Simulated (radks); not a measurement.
Q: Excited configurations of neutral samarium: one electron is placed in a higher orbital outside [Xe] 4f6 6s1. The ground configuration is [Xe] 4f6 6s2. Method: Dirac Kohn-Sham, LDA (Slater exchange, Perdew-Wang correlation), spin-unpolarised, spherical densities, finite nucleus; open shells are shared between the two j in proportion to 2j + 1; Fermi nuclear charge, rms radius 5.0819 fm; computed with a radial shooting solver on a logarithmic mesh with Libxc functionals. Excitation = E - E(ground); binding = E(ion) - E, where the ion is the core of charge +1; n* = 1/sqrt(2 binding) in atomic units, and the quantum defect is n - n*. Eigenvalue and <r> are those of j = l + 1/2.

outer orbital  excitation (eV)  binding (eV)     n*  quantum defect  eigenvalue (eV)  <r> (bohr)
5d                       2.010         4.137  1.814           3.186           -1.208       3.721
5f                       5.212         0.935  3.816           1.184           -0.429       16.67
6f                       5.488         0.658  4.546           1.454           -0.372       28.03
7s                       3.992         2.155  2.513           4.487           -1.276       10.15
7d                       5.212         0.934  3.816           3.184           -0.539       21.13
7f                       5.667         0.480  5.325           1.675           -0.296       41.99

Estimate the row for 6p.

A: excitation (eV) 2.529; binding (eV) 3.617; n* 1.939; quantum defect 4.061; eigenvalue (eV) -1.773; <r> (bohr) 5.847. The Delta-SCF ionisation energy is 6.147 eV (NIST Atomic Spectra Database: 5.644 eV, measured). Self-interaction in the functional shifts the binding energies and quantum defects, so they are the method's values and not measured ones. Spin polarisation and multiplet splitting are left out, so open shells lie too high by an amount that depends on their filling. Sharing an open shell by 2j + 1 raises it above the true ground level by a part of the spin-orbit splitting, which enters the differences from NIST.

Beside tabulated values, note that spin-unpolarised runs miss the spin-polarisation part of the exchange energy of open shells.
